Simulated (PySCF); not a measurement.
Be (SMILES [Be+]), charge +1, doublet. Base run: PySCF with TPSS/6-31G**.

PySCF was given this input:
```python
from pyscf import gto, scf, dft

mol = gto.Mole()
mol.atom = '''
    Be    0.000000    0.000000    0.000000
'''
mol.basis = '6-31g**'
mol.charge = 1
mol.spin = 1
mol.verbose = 4
mol.build()

mf = dft.UKS(mol)
mf.xc = 'tpss'
mf.kernel()
mf.analyze()
```

Each row names what was changed in the base input (with any setting that the change needs).

| change | ΔE vs base (mEh) | SCF cycles | <S^2> |
|---|---|---|---|
| base | 0.000 | 5 | 0.750 |
| DIIS = ADIIS | 0.000 | 5 | 0.750 |
| level_shift = 0.5 (with mf.max_cycle = 100) | 0.000 | 13 | 0.750 |
| level_shift = 0.1 (with mf.max_cycle = 100) | 0.000 | 7 | 0.750 |
| diis = off (with mf.max_cycle = 100) | 0.000 | 5 | 0.750 |
| diis_space = 20 | 0.000 | 5 | 0.750 |
| diis_space = 2 | 0.000 | 5 | 0.750 |
| solver = newton; init_guess = 1e | 0.000 | - | 0.750 |
| diis = off; damp = 0.3 (with mf.diis_start_cycle = 200; with mf.max_cycle = 150) | 0.000 | 10 | 0.750 |
| conv_tol = 1e-11 | 0.000 | 5 | 0.750 |
| init_guess = vsap | 0.000 | 4 | 0.750 |
| level_shift = 0.3 (with mf.max_cycle = 100) | 0.000 | 10 | 0.750 |
| solver = newton | 0.000 | - | 0.750 |

Open shells are given as the SCF converged; they aren't shown to be the lowest states, and a large step between rows can be another state.
